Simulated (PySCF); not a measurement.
Br2ClGa, singlet, at a GFN2-xTB geometry (such geometries of metal compounds can be far from the true shape); CASSCF(6,7)/STO-3G (PySCF).

Input for PySCF:
```python
from pyscf import gto, scf, mcscf
import numpy

mol = gto.M(
    atom='''
Ga    0.401397   -0.029996   -0.102649
Cl    2.412592   -0.180288   -0.616973
Br   -0.448413   -1.060798    1.754750
Br   -1.078941    1.174934   -1.364159
''',
    basis='sto-3g',
    charge=0,
    spin=0,
    verbose=4,
)

mf = scf.RHF(mol)
mf.kernel()
mc = mcscf.CASSCF(mf, 7, 6)
mc.fix_spin_(ss=0.0)
mc.kernel()
occ = numpy.linalg.eigvalsh(mc.fcisolver.make_rdm1(mc.ci, mc.ncas, mc.nelecas))[::-1]
ss = mc.fcisolver.spin_square(mc.ci, mc.ncas, mc.nelecas)[0]
print('natural occupations', occ.round(4), ' <S^2>', round(ss, 4))
```

The log (banner, timings and long lists left out):

```
PySCF version 2.14.0

[INPUT] verbose = 4
[INPUT] num. atoms = 4
[INPUT] num. electrons = 118
[INPUT] charge = 0
[INPUT] spin (= nelec alpha-beta = 2S) = 0
[INPUT] symmetry False subgroup None
[INPUT] Mole.unit = angstrom
[INPUT] Symbol           X                Y                Z      unit          X                Y                Z       unit  Magmom
[...]
nuclear repulsion = 967.4632558951
number of shells = 29
number of NR pGTOs = 189
number of NR cGTOs = 63
basis = sto-3g
ecp = {}

******** <class 'pyscf.scf.hf.RHF'> ********
method = RHF
initial guess = minao
damping factor = 0
level_shift factor = 0
DIIS = <class 'pyscf.scf.diis.CDIIS'>
diis_start_cycle = 1
diis_space = 8
diis_damp = 0
SCF conv_tol = 1e-09
SCF conv_tol_grad = None
SCF max_cycles = 50
direct_scf = True
direct_scf_tol = 1e-13
Set gradient conv threshold to 3.16228e-05
Initial guess from minao.
init E= -7434.72937196967
[...]
cycle= 1 E= -7444.93222323586  delta_E= -10.2  |g|= 0.352  |ddm|=  2.6
[...]
cycle= 2 E= -7444.99103649167  delta_E= -0.0588  |g|= 0.0753  |ddm|= 0.811
[...]
cycle= 3 E= -7444.99717987511  delta_E= -0.00614  |g|= 0.0322  |ddm|= 0.294
[...]
cycle= 4 E= -7444.99798080624  delta_E= -0.000801  |g|= 0.00705  |ddm|= 0.115
[...]
cycle= 5 E= -7444.99804067859  delta_E= -5.99e-05  |g|= 0.00289  |ddm|= 0.0352
[...]
cycle= 6 E= -7444.99805325221  delta_E= -1.26e-05  |g|= 0.00103  |ddm|= 0.0164
[...]
cycle= 7 E= -7444.99805536609  delta_E= -2.11e-06  |g|= 0.000177  |ddm|= 0.00967
[...]
cycle= 8 E= -7444.99805540575  delta_E= -3.97e-08  |g|= 6.26e-05  |ddm|= 0.000907
[...]
cycle= 9 E= -7444.99805541293  delta_E= -7.19e-09  |g|= 2.91e-05  |ddm|= 0.000399
[...]
cycle= 10 E= -7444.99805541505  delta_E= -2.11e-09  |g|= 8.29e-06  |ddm|= 0.000264
[...]
cycle= 11 E= -7444.99805541514  delta_E= -9.82e-11  |g|= 2.61e-06  |ddm|= 6.37e-05
[...]
Extra cycle  E= -7444.99805541519  delta_E= -4.18e-11  |g|= 1.72e-06  |ddm|= 7.85e-06
converged SCF energy = -7444.99805541519

******** <class 'pyscf.mcscf.mc1step.CASSCF'> ********
CAS (3e+3e, 7o), ncore = 56, nvir = 0
max_cycle_macro = 50
max_cycle_micro = 4
conv_tol = 1e-07
conv_tol_grad = None
orbital rotation max_stepsize = 0.02
orbital rotation threshold for CI restart = 0.01
augmented hessian ah_max_cycle = 30
augmented hessian ah_conv_tol = 1e-12
augmented hessian ah_linear dependence = 1e-14
augmented hessian ah_level shift = 1e-08
augmented hessian ah_start_tol = 2.5
augmented hessian ah_start_cycle = 3
augmented hessian ah_grad_trust_region = 3
kf_trust_region = 3
kf_interval = 4
ci_response_space = 4
ci_grad_trust_region = 3
with_dep4 0
natorb = False
canonicalization = True
sorting_mo_energy = False
ao2mo_level = 2
internal_rotation = False
******** <class 'pyscf.fci.addons.SpinPenaltyFCISolver'> ********
max. cycles = 50
conv_tol = 1e-08
davidson only = True
linear dependence = 1e-12
level shift = 0.001
max iter space = 12
nroots = 1
pspace_size = 400
spin = None
CASCI E = -7445.00236647316  S^2 = 0.0000000
Set conv_tol_grad to 0.000316228
macro iter   1 ( 12 JK    3 micro), CASSCF E = -7445.00316095887  dE = -7.94485710e-04  S^2 = 0.0000000
               |grad[o]|=0.00993  |grad[c]|=0.0069  |ddm|=0.0545  |maxRot[o]|=0.149
macro iter   2 ( 12 JK    3 micro), CASSCF E = -7445.00424740652  dE = -1.08644765e-03  S^2 = 0.0000000
               |grad[o]|=0.00999  |grad[c]|=0.0045  |ddm|=0.0612  |maxRot[o]|=0.149
macro iter   3 ( 12 JK    3 micro), CASSCF E = -7445.00567744172  dE = -1.43003521e-03  S^2 = 0.0000000
               |grad[o]|=0.0116  |grad[c]|=0.00621  |ddm|=0.0585  |maxRot[o]|=0.149
macro iter   4 ( 21 JK    4 micro), CASSCF E = -7445.00861637649  dE = -2.93893477e-03  S^2 = 0.0000000
               |grad[o]|=0.0152  |grad[c]|=0.0144  |ddm|=0.114  |maxRot[o]|=0.314
macro iter   5 ( 17 JK    4 micro), CASSCF E = -7445.01012556197  dE = -1.50918548e-03  S^2 = 0.0000000
               |grad[o]|=0.0253  |grad[c]|=0.0706  |ddm|=0.0928  |maxRot[o]|= 0.15
[...]
               |grad[o]|=0.00237  |grad[c]|=0.00232  |ddm|=0.0056  |maxRot[o]|=0.0383
macro iter  33 (  7 JK    2 micro), CASSCF E = -7445.02662009767  dE = -2.33771521e-04  S^2 = 0.0000000
               |grad[o]|=0.00217  |grad[c]|=0.00327  |ddm|=0.00811  |maxRot[o]|=0.0518
macro iter  34 (  6 JK    2 micro), CASSCF E = -7445.02676150086  dE = -1.41403190e-04  S^2 = 0.0000000
               |grad[o]|=0.00234  |grad[c]|=0.00189  |ddm|=0.00555  |maxRot[o]|=0.043
macro iter  35 (  5 JK    2 micro), CASSCF E = -7445.02681500693  dE = -5.35060681e-05  S^2 = 0.0000000
               |grad[o]|=0.0019  |grad[c]|=0.00129  |ddm|=0.00311  |maxRot[o]|=0.0276
macro iter  36 (  8 JK    3 micro), CASSCF E = -7445.02675179973  dE =  6.32071942e-05  S^2 = 0.0000000
               |grad[o]|=0.00138  |grad[c]|=0.00215  |ddm|=0.00404  |maxRot[o]|=0.0451
macro iter  37 (  7 JK    2 micro), CASSCF E = -7445.02680328533  dE = -5.14855956e-05  S^2 = 0.0000000
               |grad[o]|=0.00119  |grad[c]|=0.000326  |ddm|=0.00164  |maxRot[o]|=0.0202
macro iter  38 (  5 JK    2 micro), CASSCF E = -7445.02683243786  dE = -2.91525366e-05  S^2 = 0.0000000
               |grad[o]|=0.000873  |grad[c]|=0.000633  |ddm|=0.0014  |maxRot[o]|=0.0161
macro iter  39 (  9 JK    3 micro), CASSCF E = -7445.02678923349  dE =  4.32043780e-05  S^2 = 0.0000000
               |grad[o]|=0.00073  |grad[c]|=0.00145  |ddm|=0.00241  |maxRot[o]|=0.0428
macro iter  40 ( 21 JK    4 micro), CASSCF E = -7445.02679625329  dE = -7.01980571e-06  S^2 = 0.0000000
               |grad[o]|=0.000896  |grad[c]|=0.00101  |ddm|=0.00106  |maxRot[o]|=0.00406
macro iter  41 (  7 JK    2 micro), CASSCF E = -7445.02683982763  dE = -4.35743350e-05  S^2 = 0.0000000
               |grad[o]|=0.000759  |grad[c]|=0.000532  |ddm|=0.00253  |maxRot[o]|=0.0328
macro iter  42 (  5 JK    2 micro), CASSCF E = -7445.02685335394  dE = -1.35263081e-05  S^2 = 0.0000000
               |grad[o]|=0.000573  |grad[c]|=0.000332  |ddm|=0.00131  |maxRot[o]|=0.0164
macro iter  43 ( 20 JK    4 micro), CASSCF E = -7445.02679583265  dE =  5.75212853e-05  S^2 = 0.0000000
               |grad[o]|=0.000502  |grad[c]|=0.0014  |ddm|=0.00279  |maxRot[o]|=0.0592
macro iter  44 ( 21 JK    4 micro), CASSCF E = -7445.02681763963  dE = -2.18069817e-05  S^2 = 0.0000000
               |grad[o]|=0.00194  |grad[c]|=0.00144  |ddm|=0.00409  |maxRot[o]|=0.0208
macro iter  45 (  7 JK    2 micro), CASSCF E = -7445.02688429124  dE = -6.66516116e-05  S^2 = 0.0000000
               |grad[o]|=0.0017  |grad[c]|=0.00105  |ddm|=0.00508  |maxRot[o]|=0.0349
macro iter  46 ( 15 JK    4 micro), CASSCF E = -7445.02674812040  dE =  1.36170846e-04  S^2 = 0.0000000
               |grad[o]|=0.0017  |grad[c]|=0.00592  |ddm|=0.0125  |maxRot[o]|=0.0873
macro iter  47 ( 21 JK    4 micro), CASSCF E = -7445.02681147336  dE = -6.33529671e-05  S^2 = 0.0000000
               |grad[o]|=0.00299  |grad[c]|=0.00245  |ddm|=0.00874  |maxRot[o]|=0.0419
macro iter  48 ( 21 JK    4 micro), CASSCF E = -7445.02685833199  dE = -4.68586286e-05  S^2 = 0.0000000
               |grad[o]|=0.00324  |grad[c]|=0.00596  |ddm|=0.00959  |maxRot[o]|=0.0545
macro iter  49 (  7 JK    2 micro), CASSCF E = -7445.02715561123  dE = -2.97279237e-04  S^2 = 0.0000000
               |grad[o]|=0.00417  |grad[c]|=0.00327  |ddm|=0.00705  |maxRot[o]|=0.0474
macro iter  50 ( 17 JK    4 micro), CASSCF E = -7445.02708940183  dE =  6.62094008e-05  S^2 = 0.0000000
               |grad[o]|=0.00434  |grad[c]|=0.00815  |ddm|=0.0162  |maxRot[o]|=0.0903
1-step CASSCF not converged,  50 macro (671 JK 153 micro) steps
CASSCF canonicalization
Density matrix diagonal elements [1.98362478 1.98352937 1.91478416 0.01993221 0.08195335 0.01319979
 0.00297634]
CASSCF energy = -7445.02708940183
CASCI E = -7445.02708940183  E(CI) = -8.50027319669607  S^2 = 0.0000000
natural occupations [1.9862e+00 1.9835e+00 1.9429e+00 6.0000e-02 1.3200e-02 1.3000e-02
 1.2000e-03]  <S^2> 0.0
```

Convergence was not reached.
